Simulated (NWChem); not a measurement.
# BeH$_{2}$O; SMILES [BeH][OH]

Problem. Give the equilibrium geometry at PBE0/def2-SVP (NWChem) as an XYZ file, with the point group.

Solution. point group C*v; any orientation.
```
4

Be     0.0045    -0.8541     0.0001
H      0.0120    -2.1872     0.0003
O     -0.0035     0.5391    -0.0003
H     -0.0016     1.4863     0.0027
```
